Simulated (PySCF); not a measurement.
Two species compared at the same levels of theory.

First species: 4H-thiopyran-4-one, C5H4OS.
SMILES with atom numbers: `[O:1]=[c:2]1[cH:3][cH:4][s:5][cH:6][cH:7]1` (hydrogens: H8 on C3; H9 on C4; H10 on C6; H11 on C7)

Second species: C7H9F.
SMILES: `C=C(C)/C=C\C(=C)F`

Levels: CAM-B3LYP/def2-SVPD for dipole moment, HOMO energy, LUMO energy, HOMO–LUMO gap, static isotropic polarisability and electronic spatial extent ⟨r²⟩ about the centre of nuclear charge; TDDFT CAM-B3LYP/def2-SVPD for lowest singlet excitation; TDA CAM-B3LYP/def2-SVPD for lowest triplet excitation (Tamm–Dancoff); GFN2-xTB for rotational constant A and rotational constant C. Geometries: GFN2-xTB. All species are isolated and taken at one optimised geometry, non-relativistic unless stated; the electronic structure was computed with PySCF and density fitting.

The conformers computed, where there is a choice (atom-mapped SMILES and torsion angles):
- `[CH2:1]=[C:2]([CH3:3])/[CH:4]=[CH:5]\[C:6](=[CH2:7])[F:8]`: C1–C2–C4–C5 160°, C4–C5–C6–C7 153°

```
                                                         property    column X   column Y
                                                    dipole moment      1.26 D     4.16 D
                                                      HOMO energy    -7.69 eV   -8.23 eV
                                                      LUMO energy    -0.49 eV   -0.64 eV
                                                    HOMO–LUMO gap     7.20 eV    7.59 eV
                                        lowest singlet excitation     4.87 eV    3.98 eV
                         lowest triplet excitation (Tamm–Dancoff)     2.74 eV    3.24 eV
                                  static isotropic polarisability     95.7 au    79.8 au
electronic spatial extent ⟨r²⟩ about the centre of nuclear charge  1102 bohr²  806 bohr²
                                            rotational constant A   4.273 GHz  5.066 GHz
                                            rotational constant C   1.106 GHz  1.388 GHz
```

Question: Which column belongs to which species?

Answer: Column X is the second species and column Y the first. The first has 11 atoms and 58 electrons, the second 17 and 60.

Question: How does each property change from the first species to the second?

Answer: dipole moment -2.90 D; HOMO energy +0.54 eV; LUMO energy +0.15 eV; HOMO–LUMO gap -0.39 eV; lowest singlet excitation +0.89 eV; lowest triplet excitation (Tamm–Dancoff) -0.50 eV; static isotropic polarisability +15.9 au; electronic spatial extent ⟨r²⟩ about the centre of nuclear charge +296 bohr²; rotational constant A -0.793 GHz; rotational constant C -0.282 GHz.

On the first: The principal polarisabilities are 47.4, 79.1 and 112.8 au; their mean is the isotropic value. The vertical singlet–triplet gap S1 − T1 is 0.74 eV (TDDFT singlet less Tamm–Dancoff triplet; S1: HOMO−1→LUMO, weight 0.96; T1: HOMO→LUMO, weight 0.92).

On the second: In wavenumbers S1 is 39300 cm⁻¹ (1 eV = 8065.54 cm⁻¹). No computed singlet falls in the visible range (750 to 380 nm, 1.65 to 3.26 eV); S1 lies 1.61 eV above its blue end.
